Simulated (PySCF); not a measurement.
C3H3F3, SMILES C(F)(=C)C(F)F.

Coordinates come from a PBE0-D3(BJ)/def2-SVP optimisation. The values are those of a single conformer.

Level of theory: PBE0-D3(BJ)/def2-SVP run with PySCF.

Frequencies are harmonic and unscaled.

Computed vibrational spectrum:
| mode | ν (cm⁻¹) | IR (km/mol) | Raman (Å⁴/amu) | depolarisation | moving atoms (share of kinetic energy) |
|---|---|---|---|---|---|
| 1 | 73 | 1.9 | 1.6 | 0.75 | F 69 %, C 22 %, H 9 % |
| 2 | 231 | 0.8 | 1.0 | 0.75 | F 77 %, C 17 % |
| 3 | 301 | 5.9 | 2.9 | 0.67 | C 45 %, F 35 %, H 20 % |
| 4 | 418 | 3.2 | 2.9 | 0.73 | F 59 %, C 29 %, H 12 % |
| 5 | 495 | 6.8 | 0.8 | 0.74 | F 53 %, C 24 %, H 23 % |
| 6 | 570 | 3.7 | 2.4 | 0.75 | F 65 %, C 30 % |
| 7 | 691 | 11.0 | 3.7 | 0.27 | C 50 %, F 36 %, H 14 % |
| 8 | 761 | 0.2 | 3.5 | 0.72 | H 88 % |
| 9 | 905 | 58.6 | 1.9 | 0.72 | H 72 %, C 28 % |
| 10 | 947 | 20.0 | 6.1 | 0.22 | C 72 %, H 19 %, F 9 % |
| 11 | 958 | 24.1 | 3.2 | 0.45 | H 50 %, C 28 %, F 21 % |
| 12 | 1163 | 149.5 | 3.5 | 0.48 | C 55 %, F 34 %, H 11 % |
| 13 | 1192 | 165.5 | 1.9 | 0.75 | C 51 %, F 32 %, H 17 % |
| 14 | 1297 | 87.1 | 2.2 | 0.64 | H 46 %, C 43 %, F 11 % |
| 15 | 1380 | 10.3 | 11.5 | 0.61 | H 83 %, C 15 % |
| 16 | 1396 | 33.6 | 5.9 | 0.73 | H 81 %, C 18 % |
| 17 | 1457 | 78.0 | 4.7 | 0.62 | C 64 %, H 32 % |
| 18 | 1794 | 64.4 | 29.0 | 0.16 | C 93 % |
| 19 | 3082 | 35.4 | 123.5 | 0.22 | H 92 % |
| 20 | 3205 | 4.3 | 91.7 | 0.13 | H 94 % |
| 21 | 3322 | 2.3 | 49.4 | 0.75 | H 89 %, C 11 % |
